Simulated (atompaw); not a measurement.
Pseudopotential generation for thallium: PAW (atompaw), PBEsol, scalar-relativistic.

| Property | Result |
| --- | --- |
| Element | Tl |
| Generator | atompaw 4.2.0.5 |
| Type | PAW |
| Functional | PBEsol |
| Relativity | scalar-relativistic |
| Frozen core | [Kr] 4d10 4f14 5s2 |
| Valence charge | 19 |
| Reference configuration | 5p6 5d10 6s2 6p0 (charge +1) |
| Partial waves | 6s (bound): rc 2.15 bohr; 6s channel at 0.05 Ry: rc 2.05 bohr; 5p (bound): rc 1.20 bohr; 6p (bound, empty): rc 2.15 bohr; 5d (bound): rc 2.05 bohr; 5d channel at -1.3 Ry: rc 2.15 bohr |
| Local potential | bessel scheme, radius 1.50 bohr |
| Core correction | smooth core density matched at 1.90 bohr |
| Augmentation charge | sinc compensation charge, radius 1.85 bohr; PAW radius 2.15 bohr; waves and projectors: custom polynom2 7 10 vanderbiltortho |

All-electron outer shells of the reference configuration (PBEsol, scalar-relativistic, ld1.x):

| shell | level (eV) | outermost node (bohr) | outermost maximum (bohr) |
| --- | --- | --- | --- |
| 5s | -138.35 | 0.46 | 0.80 |
| 4f | -121.39 | – | 0.36 |
| 5p | -83.41 | 0.50 | 0.90 |
| 5d | -22.78 | 0.53 | 1.11 |
| 6s | -16.38 | 1.04 | 2.05 |
| 6p | -8.16 | 1.22 | 2.70 |

**Question.** Does the generator finish with these settings?

**Answer.** Yes, a potential is produced.

**Question.** Estimate the cutoffs (Ry, on a coarse ladder) from which the occupation-weighted sum of valence levels, in a spherical-Bessel basis at the reference potential, stays within 10 and 1 mRy of its value at 400 Ry.

**Answer.** 230 Ry and over 300 Ry.

**Question.** What does a ghost test show?

**Answer.** No extra level below or beside the all-electron valence levels (s, p, d, f tested).

**Question.** Is the overlap operator S = 1 + Σ q|β⟩⟨β| positive definite (Bessel basis up to 400 Ry)?

**Answer.** Yes: its lowest eigenvalue is 0.54 (p channel).

**Question.** Which valence shell sets the plane-wave cutoff?

**Answer.** 5p: its level needs 260 Ry to come within 1 mRy, against 25 Ry for 5d.
